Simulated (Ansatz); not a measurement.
Computed with Ansatz on PBE0-D4/def2-TZVP structures; ΔE is electronic, products minus reactants. CCSD(T)/CBS adds triple-zeta CCSD(T) − MP2 to the extrapolated MP2 energy (def2 sets, frozen cores). This one scheme is used for every species. Functionals use def2-TZVPP. B3LYP here is the variant with VWN-RPA as its local correlation; programs differ in this. Each species was taken in one conformer, which may not be the lowest.

`F[Si]1(S)C[SiH2]1` + `[AlH3]` → `F[Si]1([AlH2])C[SiH2]1` + H₂S  (formal exchange of groups at the Si–S bond)

```json
{"level": "PBE-D4", "ΔE (kcal/mol)": "-4.9", "difference from CCSD(T)/CBS": "-5.2"}
{"level": "r2SCAN-D4", "ΔE (kcal/mol)": "-1.7", "difference from CCSD(T)/CBS": "-2.0"}
{"level": "PBE0-D4", "ΔE (kcal/mol)": "-2.2", "difference from CCSD(T)/CBS": "-2.5"}
{"level": "B3LYP-D4", "ΔE (kcal/mol)": "0.1", "difference from CCSD(T)/CBS": "-0.2"}
{"level": "ωB97X-V", "ΔE (kcal/mol)": "2.6", "difference from CCSD(T)/CBS": "2.3"}
{"level": "ωB97M-V", "ΔE (kcal/mol)": "0.9", "difference from CCSD(T)/CBS": "0.6"}
{"level": "B2PLYP", "ΔE (kcal/mol)": "1.4", "difference from CCSD(T)/CBS": "1.1"}
{"level": "PBE", "ΔE (kcal/mol)": "-4.7", "difference from CCSD(T)/CBS": "-5.0"}
{"level": "r2SCAN", "ΔE (kcal/mol)": "-1.7", "difference from CCSD(T)/CBS": "-2.0"}
{"level": "PBE0", "ΔE (kcal/mol)": "-2.0", "difference from CCSD(T)/CBS": "-2.3"}
{"level": "B3LYP", "ΔE (kcal/mol)": "0.5", "difference from CCSD(T)/CBS": "0.2"}
{"level": "HF/def2-TZVPP", "ΔE (kcal/mol)": "9.1", "difference from CCSD(T)/CBS": "8.8"}
{"level": "MP2/def2-TZVPP", "ΔE (kcal/mol)": "2.7", "difference from CCSD(T)/CBS": "2.4"}
{"level": "SCS-MP2/def2-TZVPP", "ΔE (kcal/mol)": "3.4", "difference from CCSD(T)/CBS": "3.1"}
{"level": "CCSD/def2-TZVPP", "ΔE (kcal/mol)": "1.3", "difference from CCSD(T)/CBS": "1.0"}
{"level": "CCSD(T)/def2-TZVPP", "ΔE (kcal/mol)": "-0.2", "difference from CCSD(T)/CBS": "-0.5"}
{"level": "HF/def2-QZVPP", "ΔE (kcal/mol)": "9.1", "difference from CCSD(T)/CBS": "8.8"}
{"level": "MP2/def2-QZVPP", "ΔE (kcal/mol)": "3.0", "difference from CCSD(T)/CBS": "2.7"}
{"level": "SCS-MP2/def2-QZVPP", "ΔE (kcal/mol)": "3.9", "difference from CCSD(T)/CBS": "3.6"}
{"level": "HF/CBS(def2)", "ΔE (kcal/mol)": "9.1", "difference from CCSD(T)/CBS": "8.8"}
{"level": "MP2/CBS(def2)", "ΔE (kcal/mol)": "3.2", "difference from CCSD(T)/CBS": "2.9"}
{"level": "CCSD/CBS(def2)", "ΔE (kcal/mol)": "1.8", "difference from CCSD(T)/CBS": "1.5"}
{"level": "CCSD(T)/CBS", "ΔE (kcal/mol)": "0.3", "difference from CCSD(T)/CBS": "0"}
```

Largest T1 diagnostic among the species: 0.015.

From PBE to PBE0 (25 % exact exchange), in def2-TZVPP and without D4, ΔE moves by +2.7 kcal/mol. In def2-TZVPP, CCSD(T) changes the Hartree–Fock value by −9.3 kcal/mol (the triples alone add −1.5 kcal/mol) and MP2 by −6.4 kcal/mol.
